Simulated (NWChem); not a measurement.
A series in which one site is exchanged, each optimised at PBE0/def2-SVP with NWChem, gas phase unless a solvent is named. All stand in one matching conformer (torsions within 35°), which need not be the lowest. Pople sets run with spherical d functions. This build's default masses of Se (78.918 u) and Br (79.917 u) are each other's, which moves their modes by up to 0.6 %. Shieldings are non-relativistic GIAO values without spin-orbit effects.

A: [NH2][Ga]([F])[F] (GaNH2F2; site = F)
B: [NH2][Ga]([F])[Br] (GaNH2BrF; site = Br)
C: [F][Ga]([NH2])[Cl] (GaNH$_{2}$ClF; site = Cl)
D: [F][GaH][NH2] (GaNH₃F; site = H)

| quantity | A | B | C | D |
|---|---|---|---|---|
| static polarisability, PBE/def2-SVPD (bohr³) | 36.2 | 59.4 | ? | 39.2 |
| lowest singlet excitation, PBE/def2-SVPD, TDA (eV) | 4.82 | 4.65 | ? | 5.57 |
| 15N shift against ammonia, B3LYP/6-31G* (ppm) | 9.7 | 34.2 | ? | 48.0 |

Problem. Fill in the missing entries.

Solution. 
- static polarisability, PBE/def2-SVPD (bohr³), C: 51.0
- lowest singlet excitation, PBE/def2-SVPD, TDA (eV), C: 4.78
- 15N shift against ammonia, B3LYP/6-31G* (ppm), C: 27.3
